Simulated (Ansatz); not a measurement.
Isomers of H7NSi2, B3LYP-D3(BJ)/def2-TZVP minima from an xTB search, which can miss the lowest.
Isomer 1, SMILES [SiH3]N[SiH3] (charge 0, multiplicity 1):
```xyz
10

Si     1.546    -0.077     0.255
N      0.061     0.268    -0.563
Si    -1.567    -0.026    -0.057
H      1.225    -0.952     1.403
H      2.500    -0.761    -0.652
H      2.219     1.148     0.757
H      0.156     0.771    -1.435
H     -1.515    -0.955     1.092
H     -2.272     1.213     0.360
H     -2.354    -0.628    -1.161
```
Isomer 2, SMILES N[SiH2][SiH3] (charge 0, multiplicity 1, Z-matrix in Å and degrees):
```
Si
N 1 1.7285
H 2 1.0080 1 120.10
H 2 1.0084 3 110.77 1 -147.37
H 1 1.4836 2 107.34 3 169.69
H 1 1.4925 5 106.47 2 -124.12
Si 1 2.3449 5 111.01 6 -117.62
H 7 1.4832 1 111.34 5 -51.59
H 7 1.4844 8 108.74 1 -122.01
H 7 1.4864 8 108.14 9 -117.15
```

Frozen-core correlation. MP2 and its Hartree–Fock in cc-pV(Q+d)Z are density fitted.

The values were computed with Ansatz (an electronic-structure program). Each number belongs to the level named beside it.

The energy of isomer 2 above isomer 1 is E(isomer 2) − E(isomer 1). Total energies (hartree):

```tsv
level	isomer 2	isomer 1
HF/cc-pV(T+d)Z	-636.4630677	-636.4914005
MP2/cc-pV(T+d)Z	-636.9371170	-636.9631284
HF/cc-pV(Q+d)Z	-636.4749120	-636.5036092
MP2/cc-pV(Q+d)Z	-636.9831482	-637.0089610
CCSD(T)/cc-pV(T+d)Z	-637.0061780	-637.0291345
```

Task: Work out the energy of isomer 2 above isomer 1 at the basis-set limit: extrapolate the MP2 correlation part as X⁻³, take Hartree–Fock from the larger set, and add the CCSD(T) − MP2 difference of cc-pV(T+d)Z.

Result: 
1. Differences (1 hartree = 627.509 kcal/mol): HF/cc-pV(T+d)Z 17.779; MP2/cc-pV(T+d)Z 16.322; HF/cc-pV(Q+d)Z 18.008; MP2/cc-pV(Q+d)Z 16.198; CCSD(T)/cc-pV(T+d)Z 14.405.
2. Correlation parts, MP2 less HF: -1.457 in cc-pV(T+d)Z (X = 3), -1.810 in cc-pV(Q+d)Z (X = 4).
3. Limit (4³·(-1.810) − 3³·(-1.457))/(4³ − 3³) = -2.068; with HF/cc-pV(Q+d)Z it gives 15.940.
4. CCSD(T) less MP2 in cc-pV(T+d)Z: -1.917.
Result: 14.02 kcal/mol, against 16.32 at MP2/cc-pV(T+d)Z. It is an estimate of this method's limit, not of the exact value.
